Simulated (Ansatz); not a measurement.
C5H8O (SMILES C=C1CCCO1), singlet, geometry from GFN2-xTB; HF/def2-TZVPPD run with Ansatz (a first-principles code).

Ansatz was given this input:
Ansatz 0.2 input:
```yaml
crystal:
  periodic: [false, false, false]
  atoms:
    - {symbol: C, position_ang: [2.10701473, -0.26255798, -0.32297000]}
    - {symbol: C, position_ang: [0.80828627, -0.07160311, -0.15258306]}
    - {symbol: C, position_ang: [0.14564635, 1.03300102, 0.63393187]}
    - {symbol: C, position_ang: [-1.26696802, 0.48541480, 0.83554296]}
    - {symbol: C, position_ang: [-1.42744925, -0.40895122, -0.39538187]}
    - {symbol: O, position_ang: [-0.13354833, -0.90055329, -0.69362557]}
    - {symbol: H, position_ang: [2.47782803, -1.07836663, -0.91421805]}
    - {symbol: H, position_ang: [2.82211363, 0.39849330, 0.12759229]}
    - {symbol: H, position_ang: [0.12912894, 1.94864533, 0.03711902]}
    - {symbol: H, position_ang: [0.66743960, 1.23881107, 1.56591884]}
    - {symbol: H, position_ang: [-2.02973429, 1.25879303, 0.88453405]}
    - {symbol: H, position_ang: [-1.31229614, -0.11659965, 1.74399323]}
    - {symbol: H, position_ang: [-2.08577127, -1.26474646, -0.23324498]}
    - {symbol: H, position_ang: [-1.79950231, 0.16757537, -1.25392933]}
basis:
  gaussian:
    orbitals: def2-TZVPPD.json
hamiltonian:
  xc: hf
```
The basis file holds def2-TZVPPD in the JSON format of the Basis Set Exchange.

Task: Write the output that Ansatz gives for this input, abridged.

Result: 
```
Functional definition: HF
1937 factors; their error is unknown
mean field evaluation 1: about -7313.9854 eV, gradient 3.9e1 eV
mean field evaluation 2: about -7317.5831 eV, gradient 1.4e1 eV
mean field evaluation 4: about -7318.1040 eV, gradient 1.3e0 eV
mean field evaluation 8: about -7318.1917 eV, gradient 1.3e-1 eV
mean field -7318.19179551 eV, -268.9385880364 hartree, gradient 7.8e-5 eV, S^2 0.000000; 0 other end points of the search recorded, 0 dependent functions left out
reference -7318.19179551 eV, -268.9385880364 hartree; 23, 23 occupied and 338, 338 virtual orbitals, 1937 factors
Total energy: -7318.19179551 eV, -268.9385880364 hartree
```
